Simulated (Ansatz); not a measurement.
CH4N2OSi (`N=C1O[SiH]1N`). Total charge 0; spin multiplicity 1.

Cartesian coordinates in Å:
```
N 0.074 2.484 0.013
C 0.252 1.258 0.140
O 0.305 0.439 1.294
Si 0.491 -0.498 -0.097
N -0.702 -1.583 -0.566
H -0.041 2.939 0.922
H 1.803 -1.142 -0.293
H -0.497 -2.533 -0.820
H -1.684 -1.364 -0.594
```

What are the harmonic wavenumbers in cm⁻¹ at PBE0-D4/def2-TZVP (Ansatz, finite differences of forces, unscaled)? (Estimate.)

Computed: 137, 221, 301, 362, 399, 437, 605, 688, 697, 764, 878, 910, 942, 1025, 1188, 1575, 1831, 2286, 3449, 3625, 3726.

Is this a minimum?

Yes, all 21 modes are real.

Give the ideal-gas thermochemistry at 298.15 K and 1 bar (rigid rotor, harmonic oscillator; point group C1, symmetry number 1).

Zero-point energy 155.8 kJ/mol; H(298) − E = 174.2 kJ/mol; entropy 318.8 J/(mol·K), of which translation 164.7, rotation 108.2, vibration 45.9; G(298) − E = 79.1 kJ/mol.
